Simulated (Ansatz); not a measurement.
Ansatz (a program for electronic structure) job for F₃Y, SMILES [Y+]([F])([F])[F] (connectivity only; charge and spin as stated), charge +1, multiplicity 2, PBE/def2-SVPD. Coordinates come from a B3LYP-D3(BJ)/def2-TZVP optimisation. The spin state was assumed, not searched. The def2 effective core potentials stand for the cores of Y; spin–orbit coupling is left out.

Ansatz 0.2 input:
```yaml
crystal:
  periodic: [false, false, false]
  atoms:
    - {symbol: Y, position_ang: [0.00000000, -0.00000000, -0.04960702]}
    - {symbol: F, position_ang: [-0.00000000, 1.79842658, -0.90197511]}
    - {symbol: F, position_ang: [-0.00000000, -1.79842654, -0.90197517]}
    - {symbol: F, position_ang: [-0.00000000, -0.00000004, 2.01891404]}
basis:
  gaussian:
    orbitals: def2-SVPD
hamiltonian:
  xc: {name: PBE}
total_charge: 1
magnetization: {spin_polarized: true, initial_magnetization: 1}
```

Log of the run:

```
WARN ansatz: RAYON_NUM_THREADS=1 ignored (pool sized by the plan → 1); use --threads N
Functional definition: PBE
integrals: 0.03 GiB planned
850 factors; their error is unknown
mean field: 0.33 GiB planned
mean field evaluation 1: about -9156.7086 eV, gradient 7.4e1 eV
mean field evaluation 2: about -8681.7977 eV, gradient 2.8e2 eV
mean field evaluation 4: about -9161.1614 eV, gradient 6.1e1 eV
mean field evaluation 8: about -9174.3666 eV, gradient 1.3e1 eV
mean field evaluation 16: about -9175.2677 eV, gradient 1.3e-1 eV
mean field evaluation 32: about -9175.2412 eV, gradient 1.4e-5 eV
mean field evaluation 64: about -9174.9834 eV, gradient 2.7e-4 eV
mean field evaluation 96: about -9175.0203 eV, gradient 6.8e-1 eV
mean field evaluation 128: about -9175.0442 eV, gradient 2.4e0 eV
mean field evaluation 160: about -9175.1579 eV, gradient 3.3e0 eV
mean field -9175.24119530 eV, -337.1838947256 hartree, gradient 1.5e-6 eV, S^2 0.752940; 18 other end points of the search recorded, 0 dependent functions left out
reference -9175.24125255 eV, -337.1838968294 hartree; 19, 18 occupied and 84, 85 virtual orbitals, 850 factors
Total energy: -9175.24125255 eV, -337.1838968294 hartree
```

The calculation finished and met its thresholds.

Cost: about 22 core-seconds (a rough figure).
